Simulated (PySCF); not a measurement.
Job file and geometry (Å, from GFN2-xTB) of an NMR shielding run on SMILES BOB(OB)OC(F)F, CH₅B₃F₂O₃, PySCF, GIAO PBE0/pcSseg-1 NMR shielding, non-relativistic, gas phase; density fitting, a coarse starting grid and PySCF grid level 2 are the driver's defaults:

```
$ OMP_NUM_THREADS=1 python probes_run.py task.json out

{"job": {"kind": "nmr", "xc": "PBE0", "basis": "pcSseg-1"}, "charge": 0, "multiplicity": 1}
B      2.866716    -0.861358     0.052457
O      1.614476    -0.489341    -0.013225
B      0.364683    -0.091670    -0.095236
O     -0.623917    -0.645983     0.597042
B     -1.525120    -0.986288     1.486284
O      0.087540     0.928319    -1.023910
C     -1.147296     1.415180    -1.200096
F     -1.138850     2.247392    -2.254788
F     -1.548091     2.168504    -0.142356
H      3.243681    -1.733531    -0.644634
H      3.588449    -0.326821     0.814792
H     -2.255317    -1.873337     1.225858
H     -1.594368    -0.405722     2.508927
H     -1.933264     0.654182    -1.368127
```

Task: Write the output of this run.

Result: 
```
coarse grid: 12880 points
cycle   1  E = -540.2807656384  dE =  1.541e+00  |g| = 1.137e+00  |ddm| = 3.138e+00
cycle   2  E = -540.0681433063  dE =  2.126e-01  |g| = 1.616e+00  |ddm| = 1.382e+00
cycle   3  E = -540.4931452067  dE = -4.250e-01  |g| = 9.360e-02  |ddm| = 8.966e-01
cycle   4  E = -540.4943937623  dE = -1.249e-03  |g| = 6.005e-02  |ddm| = 9.747e-02
cycle   5  E = -540.4950032729  dE = -6.095e-04  |g| = 1.119e-02  |ddm| = 3.365e-02
cycle   6  E = -540.4950259964  dE = -2.272e-05  |g| = 2.961e-03  |ddm| = 8.601e-03
cycle   7  E = -540.4950275516  dE = -1.555e-06  |g| = 8.523e-04  |ddm| = 1.974e-03
final grid: 128528 points
cycle   8  E = -540.5910255776  dE = -6.801e-05  |g| = 1.242e-02  |ddm| = 2.332e-02
cycle   9  E = -540.5910025599  dE =  2.302e-05  |g| = 1.733e-02  |ddm| = 1.381e-02
cycle  10  E = -540.5910518640  dE = -4.930e-05  |g| = 8.554e-04  |ddm| = 9.015e-03
cycle  11  E = -540.5910520252  dE = -1.612e-07  |g| = 3.885e-04  |ddm| = 1.023e-03
cycle  12  E = -540.5910520479  dE = -2.276e-08  |g| = 8.920e-05  |ddm| = 2.151e-04
cycle  13  E = -540.5910520494  dE = -1.416e-09  |g| = 2.577e-05  |ddm| = 7.767e-05
cycle  14  E = -540.5910520495  dE = -9.845e-11  |g| = 9.098e-06  |ddm| = 1.622e-05
converged SCF energy = -540.5910520495

GIAO shielding tensors (ppm)
atom      isotropic    diamagn.    paramagn.     s11        s22        s33       span
  0 B       56.310     194.407    -138.097      0.611     59.190    109.129    108.519
  1 O      102.816     389.424    -286.607      4.553     54.453    249.443    244.890
  2 B       90.050     201.740    -111.690     83.871     89.051     97.228     13.357
  3 O      101.486     391.815    -290.329    -10.531     58.369    256.620    267.151
  4 B       55.353     195.473    -140.120     -0.891     58.051    108.900    109.791
  5 O      173.866     395.435    -221.569    138.094    171.057    212.447     74.353
  6 C       65.729     237.802    -172.073     47.007     70.157     80.022     33.015
  7 F      273.168     467.270    -194.103    178.009    291.751    349.743    171.734
  8 F      254.879     473.817    -218.938    154.954    256.787    352.894    197.939
  9 H       26.234      29.656      -3.423     25.517     26.141     27.043      1.526
 10 H       26.231      29.824      -3.593     25.505     26.161     27.029      1.524
 11 H       26.282      30.086      -3.803     25.532     26.060     27.255      1.723
 12 H       26.198      30.499      -4.301     25.532     25.761     27.301      1.768
 13 H       24.944      27.895      -2.951     21.904     24.441     28.488      6.584
```

Size and cost of the density-fitted run: 178 basis functions, 39 s wall time on 1 thread of an Arm Neoverse N1, shared host; peak memory 0.8 GiB.
